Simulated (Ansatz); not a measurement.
Cartesian coordinates in Å:
```
C 0.299 -1.380 0.733
C 0.800 -0.689 -0.494
N 0.461 0.429 -0.961
Si -0.676 1.621 -0.432
H -0.119 -2.354 0.461
H 1.136 -1.580 1.410
H -0.458 -0.798 1.259
H 1.567 -1.258 -1.043
H -1.438 1.322 0.819
H -1.654 1.807 -1.532
H 0.081 2.880 -0.220
```

Total charge 0; spin multiplicity 1.

(1) List the r2SCAN/def2-TZVPP orbital energies in eV (Ansatz). (Estimate.)

## Answers

(1) Ansatz gave: Occupied: -1790.98, -384.84, -274.79, -273.32, -141.40, -96.27, -96.25, -96.25, -23.64, -19.30, -15.55, -13.14, -11.71, -11.15, -10.98, -9.67, -9.18, -8.52, -7.74, -5.80. Lowest empty: -1.50, 0.41, 1.37, 1.40, 1.67, 2.10, 2.61, 3.15.
